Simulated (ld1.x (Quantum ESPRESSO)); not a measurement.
Cl (Z = 17), TM: configuration errors across variants

```
Element                 : chlorine (Cl)
Generator               : ld1.x (Quantum ESPRESSO) 7.5
Type                    : norm-conserving Troullier–Martins (Kleinman–Bylander form)
Functional              : PBE
Relativity              : scalar-relativistic
Frozen core             : [Ne]
Valence charge          : 7
Reference configuration : 3s2 3p3 (charge +2)
Partial waves           : 3p (bound): rc 1.10 bohr; 3d channel at 0.45 Ry: rc 1.20 bohr; 3s (bound): rc 1.35 bohr
Local potential         : the s channel
Core correction         : Bessel-smoothed model core inside 1.00 bohr
```

All-electron excitation energies from the reference (eV): (1) 3s2 3p5 -39.322; (2) 3s2 3p4 -25.447; (3) 3s2 3p2 38.307; (4) 3s2 3p5.3 -41.460; (5) 3s2 3p1 90.550; (6) 3s2 3p4.5 -33.740; (7) 3s1 3p6 -27.169.

2 further variants failed, have other tests or another functional or relativity, and are left out.

Errors AE − PS in meV (a dash: test not solved or not reliable):

| change | (1) | (2) | (3) | (4) | (5) | (6) | (7) | bound ghosts |
| --- | --- | --- | --- | --- | --- | --- | --- | --- |
| base | +32 | +12 | +16 | +37 | +82 | +22 | +27 | none |
| wave 3p (bound): rc 1.10 bohr becomes 3p (bound): rc 1.20 bohr | +32 | +13 | +16 | +37 | +90 | +22 | +27 | none |
| wave 3d channel at 0.45 Ry: rc 1.20 bohr becomes 3d channel at 0.45 Ry: rc 0.86 bohr | +32 | +12 | +16 | +37 | +82 | +22 | +27 | none |
| wave 3d channel at 0.45 Ry: rc 1.20 bohr becomes 3d channel at 0.17 Ry: rc 1.20 bohr | +32 | +12 | +16 | +37 | +82 | +22 | +27 | none |
| core correction none | +25 | +9.9 | +13 | +29 | +76 | +18 | +21 | none |
| type PAW; waves now 3s (bound): rcut 1.15, rcutus 1.35 bohr; 3s channel at -3 Ry: rcut 1.15, rcutus 1.35 bohr; 3p (bound): rcut 0.95, rcutus 1.10 bohr; 3p channel at 0.05 Ry: rcut 0.95, rcutus 1.10 bohr; 3d channel at 0.45 Ry: rcut 1.05, rcutus 1.20 bohr; 3d channel at 1.1 Ry: rcut 1.05, rcutus 1.20 bohr; local potential all-electron potential smoothed inside 1.35 bohr (lloc = -1); augmentation PSQ, inside the norm-conserving radii | +0.8 | +0.7 | -8.2 | +1.1 | -40 | +0.6 | +1.0 | none |
| wave 3s (bound): rc 1.35 bohr becomes 3s (bound): rc 2.06 bohr | +125 | +42 | +56 | +150 | +263 | +81 | +121 | none |
| all radii but the core radius scaled by about 1.13 (s 1.52, p 1.24, d 1.36 bohr) | +40 | +15 | +21 | +46 | +110 | +28 | +34 | none |
| wave 3s (bound): rc 1.35 bohr becomes 3s (bound): rc 1.74 bohr | +60 | +22 | +29 | +71 | +147 | +41 | +56 | none |
| wave 3d channel at 0.45 Ry: rc 1.20 bohr becomes 3d channel at 1.46 Ry: rc 1.20 bohr | +32 | +12 | +16 | +37 | +82 | +22 | +27 | none |

**Question.** Give the same row for: all radii but the core radius scaled by about 1.12 (s 1.52, p 1.24, d 1.34 bohr).

**Answer.** +40, +15, +21, +46, +110, +28, +34; bound ghosts: none.
